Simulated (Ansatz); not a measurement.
Geometry optimisation, RKS PBE0-D4/def2-SVP in Ansatz 0.2.0.

Input:

```yaml
crystal:
  periodic: [false, false, false]
  atoms:
    - { symbol: "N", position_ang: [-0.2973, 1.3086, 0.6535] }
    - { symbol: C, position_ang: [0.1917, 0.3479, -0.2757] }
    - { symbol: Al, position_ang: [1.2324, -1.0101, 0.7221] }
    - { symbol: C, position_ang: [-0.8202, -0.2962, -1.081] }
    - { symbol: O, position_ang: [-1.8124, -0.8977, -0.543] }
    - { symbol: H, position_ang: [-1.0524, 0.922, 1.2697] }
    - { symbol: H, position_ang: [-0.8172, 2.085, 0.0848] }
    - { symbol: H, position_ang: [0.9429, 0.863, -0.9793] }
    - { symbol: H, position_ang: [0.5592, -1.8974, 1.8872] }
    - { symbol: H, position_ang: [2.8139, -1.2199, 0.4224] }
    - { symbol: H, position_ang: [-0.8753, -0.2624, -2.1401] }
basis:
  gaussian: { orbitals: def2-SVP }
hamiltonian:
  xc: pbe0
  dispersion: d4
relax:
  f_tol: 0.015
  max_steps: 40
output:
  orbitals: {}
```

Run as:

```bash
$ ansatz run input.yaml --threads 2 --pin off --max-ram 3072MiB --backend cpu --events-out ev --progress --plain --runs-dir out
```

Question: Where does it end, and by what steps?

Answer: The run converged. After 16 steps the energy has fallen by 1.622 eV; H7 moved furthest, 1.25 Å. Joined: N1–Al3.

```csv
step,energy less start (eV),largest force component (eV/Å),accepted
0,0.0000,4.867,yes
1,-0.4808,2.244,yes
2,-0.5998,1.808,yes
3,-0.8274,0.885,yes
4,-1.0322,1.080,yes
5,-1.2499,1.383,yes
6,-1.4160,0.852,yes
7,-1.5152,0.326,yes
8,-1.5548,0.632,yes
9,-1.5853,0.381,yes
10,-1.6091,0.245,yes
11,-1.6160,0.116,yes
12,-1.6198,0.066,yes
13,-1.6217,0.061,yes
14,-1.6215,0.058,no
15,-1.6220,0.020,yes
16,-1.6221,0.006,yes
```

```xyz
11
Properties=species:S:1:pos:R:3
N -0.063 0.855 0.695
C 0.158 0.229 -0.637
Al 1.138 -0.713 0.857
C -1.065 -0.362 -1.144
O -2.091 -0.423 -0.490
H -1.065 0.736 0.908
H 0.201 1.836 0.762
H 0.781 0.798 -1.335
H 0.426 -1.953 1.532
H 2.646 -0.258 1.042
H -1.002 -0.801 -2.168
```

The run took 53 s on 2 threads of Arm Neoverse V1, with other jobs on the host, peak memory 0.21 GiB.
